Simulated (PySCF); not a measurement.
**Two-component Hartree-Fock for Rh³⁺ (rhodium, charge +3)**

Start: [Kr] 4d6; 4d3/2 filled at m_j = +3/2; 4d5/2 filled at m_j = -3/2, -1/2, +1/2, +3/2, +5/2. Calculated with PySCF 2.14 in x2c-TZVPall-2c with one added diffuse shell each of s, p, d type (9s10p8d1f, 86 functions): generalised Hartree-Fock with the X2C-1e Hamiltonian and a Gaussian nucleus; one run each with spin-orbit coupling (SO) switched off, then screened by Boettger's factors. This is a chosen level, not necessarily the ground level.

| spinor shell | electrons | ε, spin-free (eV) | ε, screened SO (eV) | weight of nominal j (screened SO) | rms radius, screened SO (bohr) |
| --- | --- | --- | --- | --- | --- |
| 1s1/2 | 2 | -23379.3 | -23377.7 | 1.000 | 0.0374 |
| 2s1/2 | 2 | -3503.2 | -3502.7 | 1.000 | 0.154 |
| 2p1/2 | 2 | -3136.6 | -3236.6 | 1.000 | 0.134 |
| 3s1/2 | 2 | -691.63 | -691.46 | 1.000 | 0.415 |
| 3p1/2 | 2 | -567.99 | -585.85 | 1.000 | 0.411 |
| 3p3/2 | 4 | -567.99 | -559.59 | 1.000 | 0.422 |
| 3d3/2 | 4 | -370.55 | -373.82 | 0.976 | 0.401 |
| 3d5/2 | 6 | -370.55 | -368.18 | 0.984 | 0.405 |
| 4s1/2 | 2 | -137.18 | -137.12 | 1.000 | 1.04 |
| 4p1/2 | 2 | -99.127 | -105.40 | 0.727 | 1.13 |
| 4p3/2 | 4 | -99.127 | -96.036 | 0.864 | 1.15 |
| 4d5/2 | 5 | -47.713 | -48.433 | 0.555 | 1.46 |
| 4d3/2 | 1 | -47.713 | -44.134 | 0.759 | 1.50 |

Where does 2p3/2 lie, and what is the 2p spin-orbit splitting (screened SO)?

At -3090.0 eV, 146.59 eV above 2p1/2.

```tsv
quantity	spin-free	screened SO
E (hartree)	-4778.91504	-4779.66538
M_J	4	4
⟨J²⟩	20.006	20.010
⟨L²⟩	6.004	6.101
⟨S²⟩	6.002	5.957
```

Each row is a mean over spinors that exchange with the open shell spreads, by up to 10.259 eV (4p3/2).

Rows whose weight is well below 1 are mixtures of j = l ± 1/2: exchange outweighs spin-orbit coupling there, and the label is only the starting occupation.

Breit and QED terms are absent; they matter most for the inner s and p1/2 levels.

Densities and radii are taken from the X2C orbitals without a picture-change correction, which distorts them close to the nucleus.

Without spin-orbit coupling the j labels of p, d and f shells carry no meaning; the spin-free column gives the mean over the occupied spinors of each nl shell.
